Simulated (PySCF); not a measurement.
Isomers C8H9FO2:

A. SMILES O=CO[C@@]12C=C(F)[C@@H](CC1)C2
B. SMILES CC#CCCOC(=O)/C=C/F
C. `O=C(OC)[C@@H]1[C@H]2C=CC[C@@]12F`
D. SMILES C(=C(/C=C)C(=C)OC(C)=O)/F

Spectrum 1. ¹H NMR (500 MHz, computed): δ 7.96 (m, 1H), 5.83 (m, 1H), 4.40 (t, 2H), 2.69 (t, 2H), 1.97 (s, 3H). ¹³C{¹H} NMR (computed): δ 176.8 (CH), 172.0 (C), 112.0 (CH), 85.0 (C), 80.0 (C), 66.6 (CH2), 21.3 (CH2), 4.6 (CH3).

Spectrum 2. ¹H NMR (500 MHz, computed): δ 6.24 (m, 1H), 5.71 (m, 1H), 4.04 (s, 3H), 3.25 (m, 1H), 3.03 (m, 1H), 2.87 (m, 1H), 1.17 (m, 1H). ¹³C{¹H} NMR (computed): δ 175.0 (C), 141.5 (CH), 137.6 (CH), 92.1 (C), 52.4 (CH3), 45.5 (CH2), 41.0 (CH), 39.8 (CH).

Spectrum 3. ¹H NMR (500 MHz, computed): δ 8.12 (s, 1H), 5.47 (m, 1H), 3.12 (m, 1H), 2.74 (m, 1H), 2.59 (m, 1H), 2.14 (m, 1H), 1.67 (m, 1H), 1.58 (m, 1H), 1.38 (m, 1H). ¹³C{¹H} NMR (computed): δ 180.0 (C), 165.3 (CH), 114.8 (CH), 91.7 (C), 56.0 (CH2), 44.0 (CH), 30.1 (CH2), 29.6 (CH2).

Spectrum 4. ¹H NMR (500 MHz, computed): δ 7.08 (m, 1H), 7.02 (m, 1H), 5.52 (m, 1H), 5.43 (m, 1H), 5.06 (m, 1H), 5.00 (m, 1H), 2.07 (s, 3H). ¹³C{¹H} NMR (computed): δ 172.6 (C), 161.2 (C), 159.2 (CH), 136.3 (CH), 131.0 (C), 120.9 (CH2), 107.4 (CH2), 23.3 (CH3).

- GFN2-xTB structure
- σ from GIAO-PBE0/pcSseg-1
- run in PySCF 2.14
- rapidly exchanging positions averaged, in vacuum, one conformer, non-relativistic Hamiltonian

Scale: TMS for ¹H and ¹³C (reference shieldings calculated alike). Splittings of carbon signals by F and P are missing where no couplings were computed. Where no couplings were computed, multiplicities follow the n + 1 count of equivalent neighbours, and m marks all less simple cases (inequivalent or close neighbours, rings, F or P nearby). Shifts are as computed. Against solution values, carbons near 30 ppm lie about +3 ppm off and those near 130 ppm about +5 ppm. Of 1211 compounds with measured shifts, 218 miss one by over three times the rms of a fit or turn the order of signals round; such compounds aren't used in these exercises.

**Question.** Which spectrum belongs to which compound?

**Answer.** 1–B, 2–C, 3–A, 4–D.

- Spectrum 1 (B): 8 ¹³C signals; δC 176.8 is a β carbon of a C=C–C=O unit; δC 172.0 is an ester carbonyl carbon.
- Spectrum 2 (C): 8 ¹³C signals; δC 175.0 is an ester carbonyl carbon; δC 141.5 is an alkene CH.
- Spectrum 3 (A): 8 ¹³C signals; δC 165.3 is an ester carbonyl carbon; δC 114.8 is an alkene CH.
- Spectrum 4 (D): 8 ¹³C signals; δC 172.6 is an ester carbonyl carbon; δC 161.2 is an alkene carbon bearing oxygen.
